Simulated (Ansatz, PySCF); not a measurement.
Process, species as SMILES: NB(N)F + 3 [H][H] (H2) → B (BH3) + F (HF) + 2 N (NH3)
Structures are relaxed separately at B3LYP-D3(BJ)/def2-TZVP in Ansatz (a program for electronic structure), one conformer each, not searched for the lowest.
Geometry of the first species:
```xyz
8

B      0.0014     0.0156     0.0056
F      0.1193     1.2867     0.4613
N      1.1907    -0.7037    -0.2412
N     -1.3015    -0.4919    -0.1874
H      1.2201    -1.6480    -0.5787
H      2.0929    -0.2912    -0.0857
H     -2.1138     0.0663     0.0051
H     -1.5042    -1.4165    -0.5199
```

Wanted: energy of full hydrogenation (electronic energy difference), in eV. Correlated levels leave the core frozen unless marked. No spin-orbit coupling. Non-relativistic. CBS marks a two-point X^-3 extrapolation of the correlation energy; Hartree-Fock from the larger set.

| level | program | energy of full hydrogenation (eV) |
|---|---|---|
| PBE0-D4/def2-TZVPD | Ansatz + dftd4 | (withheld) |
| TPSSh-D3(BJ)/def2-TZVPD | PySCF + dftd3 | 3.36 |
| TPSSh/def2-TZVPD | PySCF | 3.31 |
| B2PLYP/def2-TZVPD | Ansatz | 3.26 |
| CCSD(T)/CBS(cc-pVTZ,cc-pVQZ) | Ansatz | (withheld) |

Some entries are withheld; supply them.


- PBE0-D4/def2-TZVPD, energy of full hydrogenation (eV): 3.25
- CCSD(T)/CBS(cc-pVTZ,cc-pVQZ), energy of full hydrogenation (eV): 3.24
